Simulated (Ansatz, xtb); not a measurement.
**Two isomers of CH4FGeS**

We compare I, `[CH3][Ge@H]([F])[S]`, a doublet, with II, `C[S][GeH][F]`, a doublet. Both are isolated molecules in the gas phase, relaxed with r2SCAN-D4/def2-SVP, each in the lowest conformer that the search found.

Quicker runs give these differences E(II) − E(I): GFN2-xTB −10.7 kcal/mol; HF/STO-3G +44.1 kcal/mol (at GFN2-xTB geometries); r2SCAN-D4/def2-SVP//GFN2-xTB +9.8 kcal/mol.

Task: Which of the two would you expect CCSD(T)/def2-SVP + ΔMP2/def2-TZVPP electronic energies to favour?

Result: Structure I; the calculation gives E(II) − E(I) = +8.5 kcal/mol.

How the difference moves with the method:

```json
{"level": "GFN2-xTB", "geometry": "GFN2-xTB", "E(II) − E(I) (kcal/mol)": "−10.7", "departure from the last row (kcal/mol)": "−19.2", "job, with rough time for the two": "optimisation, 0.26 s"}
{"level": "HF/STO-3G", "geometry": "GFN2-xTB", "E(II) − E(I) (kcal/mol)": "+44.1", "departure from the last row (kcal/mol)": "+35.6", "job, with rough time for the two": "single point, 1.1 s"}
{"level": "r2SCAN-D4/def2-SVP//GFN2-xTB", "geometry": "GFN2-xTB", "E(II) − E(I) (kcal/mol)": "+9.8", "departure from the last row (kcal/mol)": "+1.3", "job, with rough time for the two": "single point, 4.9 s"}
{"level": "r2SCAN-D4/def2-SVP", "geometry": "r2SCAN-D4/def2-SVP", "E(II) − E(I) (kcal/mol)": "+5.2", "departure from the last row (kcal/mol)": "−3.3", "job, with rough time for the two": "optimisation, 2.3 min"}
{"level": "HF/def2-SVP", "geometry": "r2SCAN-D4/def2-SVP", "E(II) − E(I) (kcal/mol)": "+17.7", "departure from the last row (kcal/mol)": "+9.1", "job, with rough time for the two": "part of the CCSD(T) run"}
{"level": "MP2/def2-SVP", "geometry": "r2SCAN-D4/def2-SVP", "E(II) − E(I) (kcal/mol)": "+10.1", "departure from the last row (kcal/mol)": "+1.6", "job, with rough time for the two": "part of the CCSD(T) run"}
{"level": "CCSD(T)/def2-SVP", "geometry": "r2SCAN-D4/def2-SVP", "E(II) − E(I) (kcal/mol)": "+10.2", "departure from the last row (kcal/mol)": "+1.7", "job, with rough time for the two": "single point"}
{"level": "CCSD(T)/def2-SVP + ΔMP2/def2-TZVPP", "geometry": "r2SCAN-D4/def2-SVP", "E(II) − E(I) (kcal/mol)": "+8.5", "departure from the last row (kcal/mol)": "", "job, with rough time for the two": "single point, 62 s"}
```

As drawn, II has 1 C–S in place of 1 C–Ge.

GFN2-xTB puts the two in the other order. The largest departure from CCSD(T)/def2-SVP + ΔMP2/def2-TZVPP is that of HF/STO-3G, 35.6 kcal/mol. The last row adds to CCSD(T) the change of the MP2 difference between the two basis sets, here −1.7 kcal/mol.

With harmonic frequencies from r2SCAN-D4/def2-SVP (ideal gas, rigid rotor, one conformer each, 298.15 K, 1 atm): on the last row, ΔE + ΔZPE = +8.9, ΔH = +8.9, ΔG = +8.7 kcal/mol.

Open shells are spin-unrestricted. The correlated steps freeze 16 core orbitals; the filled d shell of Ge is correlated, in a basis made for valence electrons. Programs: Ansatz 0.2.0, xtb 6.7.1; the last row on 2 threads of Intel(R) Xeon(R) 6975P-C (Granite Rapids) on a shared host.
